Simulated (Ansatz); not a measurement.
# Abstraction of H: SiH3(SiH3) + CH4AsO → SiH3(SiH2) + CH5AsO

Species: SiH3(SiH3) (disilane), singlet; CH4AsO `CO[AsH]`, doublet; SiH3(SiH2), doublet; CH5AsO `CO[AsH2]`, singlet. A radical takes H: the energy is the difference in strength between the Si–H bond broken and the As–H bond made.

Shapes, held fixed at every level: PBE0-D4/def2-TZVP. Flexible molecules stand in one conformer, not always the lowest. Programs: Ansatz 0.2.0. The zero-point and thermal change to 298 K, harmonic and unscaled (PBE0-D4/def2-TZVP), is -1.0 kJ/mol.

(1) Estimate ΔH(298 K) of this reaction.

Answers

(1) The highest level, CCSD(T)/def2-TZVPP, gives ΔH(298 K) = +68.1 kJ/mol; the levels span +65.2 to +76.1. The column of differences is taken from that level and isn't an error. No measured value is set beside it here. Open shells run unrestricted unless RO is named. Relativity is left out for As unless named. Correlated rows may include outer-core shells of As, which these sets cover unevenly.

| level | kind | ΔH(298 K) (kJ/mol) | less CCSD(T)/def2-TZVPP |
| --- | --- | --- | --- |
| B3LYP-D4/def2-TZVPP | global hybrid | +73.0 | +4.9 |
| BHLYP-D4/def2-TZVPP | global hybrid | +75.4 | +7.3 |
| PBE0-D4/def2-TZVPP | global hybrid | +65.2 | -2.9 |
| r2SCAN0-D4/def2-TZVPP | global hybrid | +65.7 | -2.4 |
| wB97X-V/def2-TZVPP | range-separated hybrid | +76.1 | +8.0 |
| CCSD(T)/def2-SVP | coupled cluster or CI | +68.8 | +0.7 |
| CCSD/def2-TZVPP | coupled cluster or CI | +69.0 | +0.9 |
| CCSD(T)/def2-TZVPP | coupled cluster or CI | +68.1 | 0.0 |
